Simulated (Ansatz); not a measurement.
Species: sum formula MoO₂Cl, net charge 0, doublet state. The spin state was set by rule; other spins were not relaxed. 
Structure (B3LYP-D3(BJ)/def2-TZVP (Ansatz, a program for electronic structure) minimum search):
```
Mo
O 1 1.6866
O 1 1.6866 2 111.47
Cl 1 2.2720 2 118.37 3 -142.44
```
Charge 0, spin multiplicity 2.

Problem. Give the harmonic wavenumbers at B3LYP-D3(BJ)/def2-TZVP (Ansatz, finite differences of forces, unscaled).

Solution. 120, 167, 317, 439, 995, 1037 cm⁻¹. Zero-point energy 4.4 kcal/mol.

Problem. From these and the geometry, give the ideal-gas thermochemistry at 298.15 K and 1 atm (rigid rotor, harmonic oscillator).

Solution. Point group Cs, rotational symmetry number 1. Rotational constants 7.55, 2.635, 2.028 GHz. S(trans) 41.18, S(rot) 26.48, S(vib) 7.91, S(elec, spin only) 1.38, S 76.9 cal/(mol K). H(298) - H(0) 3.66 kcal/mol; G - E(el) -14.9 kcal/mol.
